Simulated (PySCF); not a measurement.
**How methods differ on the electron affinity of Ga**

Ga⁻ [Ar] 3d10 4s2 4p2 (3P) → Ga [Ar] 3d10 4s2 4p1 (2P), as a difference of total energies. Calculation: PySCF 2.14, in aug-cc-pVTZ-DK; the spin-free X2C one-electron Hamiltonian (Gaussian nucleus). Correlated levels: valence: [Ar] 3d10 frozen. The calculations carry no spin-orbit coupling.

| method | electron affinity (eV) | difference from reference (eV) |
| --- | --- | --- |
| UHF | -0.074 | -0.375 |
| MP2 (valence) | 0.238 | -0.063 |
| SCS-MP2 (valence) | 0.139 | -0.162 |
| CCSD (valence) | 0.262 | -0.039 |
| CCSD(T) (valence) | 0.301 | 0.000 |
| CCSDT (valence) | 0.312 | +0.011 |

Reference: 0.301 eV (measured; photodetachment measurements, as compiled on the Wikipedia data page of electron affinities).

The reference lies between the lowest fine-structure levels, while these numbers refer to the centres of the terms.

Errors of the correlated levels include the incompleteness of this basis and the frozen core.

A negative affinity means that the anion lies above the atom at that level of theory.
